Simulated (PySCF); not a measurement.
SMILES CC(C)C[C]=O (C5H9O), doublet at its GFN2-xTB optimised geometry (Å):

```
15

C      0.6806     0.8422     0.0000
C      0.1542     0.0924    -1.2204
C      0.6702    -1.3422    -1.2407
C     -1.3894     0.1106    -1.2086
C     -2.0295    -0.3767    -2.4479
O     -1.6077    -0.7223    -3.5071
H      1.7682     0.8422     0.0000
H      0.3395     1.8752     0.0000
H      0.3389     0.3651     0.9165
H      0.4926     0.6024    -2.1283
H      0.3517    -1.8752    -0.3464
H      1.7570    -1.3533    -1.2782
H      0.2942    -1.8716    -2.1126
H     -1.7552     1.1302    -1.0566
H     -1.7682    -0.4908    -0.3780
```

Computed with PySCF with unrestricted CAM-B3LYP/def2-TZVP. Cells within 0.4 Å of a nucleus heavier than hydrogen are left out (blank, or x).

Map of the log10 of the electron density (e/bohr³), floored at −4 on the plane z = 0.0 Å:

```
|00000000000000000000000000000|
|00000000000000000000000000000|
|00000000000001111110000000000|
|00000000000112333221000000000|
|00000000001233444432210000000|
|00000000112244566543321000000|
|00000011222346777654432100000|
|00000122333456898765543210000|
|00001233333457899876654321000|
|00012334444457899988765432000|
|0001234455445789xx99886532100|
|000123455555678xxx99987542100|
|0002345555556789xx99986542100|
|00123456666566788888776432000|
|00123566776556777776655421000|
|00124567776555666665544321000|
|00124567776555566554433210000|
|00123456765545556554433210000|
|00013455555445666655433210000|
|00012334444445677665443210000|
|00001223333456787765433210000|
|00000011222346787765432110000|
|00000000112345676654322100000|
|00000000001234555543221000000|
|00000000000123444432210000000|
|00000000000112333221100000000|
|00000000000001111110000000000|
|00000000000000000000000000000|
|00000000000000000000000000000|
```
Scale: ten equal steps from -4.00 (start of '0') to -0.376 (end of '9'), in the order '0123456789'; x runs from -4.00 to 4.00, y from -4.00 (bottom) to 4.00 (top).
